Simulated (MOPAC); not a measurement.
MOPAC input (AM1):

```
AM1 1SCF GEO-OK AUX(PRECISION=9) THREADS=1
F2OSi

Si    0.12238200 1   -0.03851100 1   -0.02483500 1
O     1.53146100 1   -0.48192200 1   -0.31077600 1
F    -0.69871600 1   -0.24613600 1    1.29774600 1
F    -0.85295400 1    0.73441800 1   -0.98286900 1
```

From the output:

```
                                                       MOPAC v23.2.5 Linux

          FINAL HEAT OF FORMATION =       -216.11067 KCAL/MOL =    -904.20704 KJ/MOL

          COSMO AREA              =         90.82 SQUARE ANGSTROMS
          COSMO VOLUME            =         76.98 CUBIC ANGSTROMS

          IONIZATION POTENTIAL    =         12.225996 EV
          HOMO LUMO ENERGIES (EV) =        -12.226 -0.230
          NO. OF FILLED LEVELS    =         12
          MOLECULAR WEIGHT        =         82.0817         POINT GROUP:  C2v

          MOLECULAR DIMENSIONS (Angstroms)

            Atom       Atom       Distance
            F     3    O     2     2.75982
            F     4    O     2     2.22042
           Si     1    O     2     0.00000

          SCF CALCULATIONS        =          1

   ATOM   CHEMICAL          X               Y               Z
  NUMBER   SYMBOL      (ANGSTROMS)     (ANGSTROMS)     (ANGSTROMS)

     1      Si          0.12238200  *  -0.03851100  *  -0.02483500  *
     2       O          1.53146100  *  -0.48192200  *  -0.31077600  *
     3       F         -0.69871600  *  -0.24613600  *   1.29774600  *
     4       F         -0.85295400  *   0.73441800  *  -0.98286900  *

                             CARTESIAN COORDINATES

   1   Si        0.122382000    -0.038511000    -0.024835000
   2    O        1.531461000    -0.481922000    -0.310776000
   3    F       -0.698716000    -0.246136000     1.297746000
   4    F       -0.852954000     0.734418000    -0.982869000

           Empirical Formula: O Si F2  =     4 atoms

      MOLECULAR POINT GROUP   :   C2v

                  EIGENVALUES
 -49.27157 -49.02114 -34.43778 -18.45477 -16.97142 -16.53281 -16.06052 -15.03857
 -14.91859 -13.34992 -12.32886 -12.22600  -0.22973   1.72923   2.39384   3.03464

              NET ATOMIC CHARGES AND DIPOLE CONTRIBUTIONS

  ATOM NO.   TYPE          CHARGE      No. of ELECS.   s-Pop       p-Pop
    1         Si           1.711602        2.2884     0.71367     1.57473
    2          O          -0.765659        6.7657     1.91981     4.84585
    3          F          -0.472972        7.4730     1.87616     5.59681
    4          F          -0.472971        7.4730     1.87616     5.59681
 DIPOLE           X         Y         Z       TOTAL
 POINT-CHG.    -1.101     0.346     0.223     1.176
 HYBRID        -0.572     0.180     0.116     0.610
 SUM           -1.673     0.526     0.339     1.786

          ATOMIC ORBITAL ELECTRON POPULATIONS

     Atom    s        px        py        pz
    1 Si   0.71367   0.51781   0.57012   0.48680
    2  O   1.91981   1.43625   1.61333   1.79627
    3  F   1.87616   1.88726   1.91226   1.79729
    4  F   1.87616   1.86479   1.86730   1.86472

 **********************
 *                    *
 * JOB ENDED NORMALLY *
 *                    *
 **********************

 == MOPAC DONE ==
```

The geometry given is a B3LYP-D3(BJ)/def2-TZVP minimum.
